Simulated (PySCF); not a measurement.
## Radial density of Pt⁺ (platinum, charge +1)

UHF, [Xe] 4f14 5d9, 2D determinant. Computed with PySCF 2.14 in cc-pVDZ-PP with ECP60MDF, with scalar relativity through the core potential. This is the valence pseudo-density: the core potential removes the inner electrons and smooths the orbitals near the nucleus.

```
r (bohr)  4πr²ρ (e/bohr)  4πr²(ρα − ρβ)
   0.125       6.633e-05         0.0000
   0.210        0.001130         0.0001
   0.353         0.07932         0.0022
   0.593           3.939         0.0788
   0.997           15.65         0.6259
    1.68           6.995         0.5764
    2.82           1.000         0.0974
    4.75         0.03337         0.0016
    7.98       9.370e-05         0.0000
```

Energies and moments cover only the electrons outside the core potential. Spin-orbit coupling, absent here, splits the open shell strongly. ⟨S²⟩ = 0.89 against 0.75 shows spin contamination.
